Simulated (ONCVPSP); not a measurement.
Which change was made? (Cs, ONCV)

```
Element                 : caesium
Generator               : ONCVPSP 4.0.1
Type                    : optimised norm-conserving Vanderbilt (ONCV)
Functional              : PBE
Relativity              : fully relativistic
Frozen core             : [Kr] 4d10
Valence charge          : 9
Reference configuration : 5s2 5p6 6s1
Partial waves           : 5s+6s: rc 2.30 bohr, ncon 4, nbas 7, qcut 3.9 1/bohr, 2 projectors; 5p: rc 2.90 bohr, ncon 4, nbas 7, qcut 4.8 1/bohr, 2 projectors, debl 3.2 Ha; d scattering state at 0.02 Ha: rc 2.30 bohr, ncon 4, nbas 8, qcut 3.5 1/bohr, local
Local potential         : the d channel
Core correction         : Teter function, fcfact 2.25, rcfact 1.75
```

Open shells are filled in proportion to 2j + 1.

Cutoffs, loose and tight: the cutoffs (Ha) at which the residual kinetic energy of the hardest occupied pseudo-wave falls to 1 and 0.1 mHa per electron. They do not see the model core or the augmentation charge, which bear on the density cutoff. Test errors are all-electron minus pseudo excitation energies from the reference, over the configurations 5s2 5p6 6s0; 5s2 5p6 6s0.5; 5s2 5p6 6s0 6p1; 5s2 5p5 6s1; variants that change the core or the reference have their own tests.

The base gives: outcome: generated; cutoff, loose: 7.4 Ha; cutoff, tight: 20 Ha; bound ghosts: none; GHOST(+) flags above zero: none; largest test error (meV): -38.

(1) After one change the result is: outcome: generated, projector energies reset by the program; cutoff, loose: 7.4 Ha; cutoff, tight: 20 Ha; bound ghosts: none; GHOST(+) flags above zero: none; largest test error (meV): -40. Which change was it?
A. all radii but the core radius scaled by about 1.13 (s 2.60, p 3.28, d 2.60 bohr)
B. core correction Teter function, fcfact 1.3, rcfact 1.75
C. reference 5s2 5p6; wave 5s+6s: rc 2.30 bohr, ncon 4, nbas 7, qcut 3.9 1/bohr, 2 projectors becomes 5s: rc 2.30 bohr, ncon 4, nbas 7, qcut 3.9 1/bohr, 2 projectors, debl 2.1 Ha

## Answers

(1) C. The others give: all radii but the core radius scaled by about 1.13 (s 2.60, p 3.28, d 2.60 bohr) → outcome: generated, projector energies reset by the program; cutoff, loose: 6.0 Ha; cutoff, tight: 7.7 Ha; bound ghosts: none; GHOST(+) flags above zero: none; largest test error (meV): -44 | core correction Teter function, fcfact 1.3, rcfact 1.75 → outcome: generated; cutoff, loose: 7.4 Ha; cutoff, tight: 20 Ha; bound ghosts: none; GHOST(+) flags above zero: none; largest test error (meV): -29.
